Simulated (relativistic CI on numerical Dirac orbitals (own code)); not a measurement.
**Sensitivity of the levels of Co⁷⁺ to α and to the nuclear radius**

Computed by Dirac-Coulomb-Breit CI, orbitals from a KLI potential per configuration, derivatives by finite differences, unscaled Slater integrals, QED left out (own radial code, finite nucleus).

Configurations in the expansion (outside the closed core [Ne]): 3s²3p⁶3d², 3s²3p⁵3d³, 3s²3p⁶3d4s, 3s3p⁶3d³, 3s²3p⁶3d4p, 3s²3p⁶4s², 3s²3p⁶4s4p. Double excitations out of closed p, d and f shells are left out; levels of such configurations are missing from the list, as are those of other unlisted configurations, and high levels can miss mixing partners.

With x = (α/α₀)² − 1 an excitation energy changes as ω = ω₀ + qx; K = 2q/ω₀ is the relative enhancement. Terms are leading LS components, so labels can repeat. The field-shift factor is F = δν/δ⟨r²⟩ for the transition from the lowest level.

Lowest level 3s²3p⁶3d² ³F2.

```tsv
Level	ω₀ (cm⁻¹)	q (cm⁻¹)	K	F (GHz/fm²)
3s²3p⁶3d² ³F3	1381	1441	2.09	0.00656
3s²3p⁶3d² ³F4	3061	3076	2.01	0.0141
3s²3p⁶3d² ¹D2	21829	1352	0.124	0.0137
3s²3p⁶3d² ³P0	24704	960.6	0.0778	0.011
3s²3p⁶3d² ³P1	25212	1531	0.121	0.0134
3s²3p⁶3d² ³P2	26365	2966	0.225	0.0202
3s²3p⁶3d² ¹G4	35050	1771	0.101	0.0413
3s²3p⁶3d² ¹S0	86696	1888	0.0436	0.116
3s²3p⁵3d³ ⁵S°2	419517	8496	0.0405	0.51
3s²3p⁵3d³ ⁵D°2	424763	6093	0.0287	0.514
3s²3p⁵3d³ ⁵D°3	424842	5916	0.0278	0.518
3s²3p⁵3d³ ⁵D°1	424953	6629	0.0312	0.51
3s²3p⁵3d³ ⁵D°0	425147	7106	0.0334	0.508
```

At this charge configurations can still be misplaced by up to about 7 % of their energy. Terms inside the open d or f shell come out 10 to 20 % too wide with unscaled integrals.
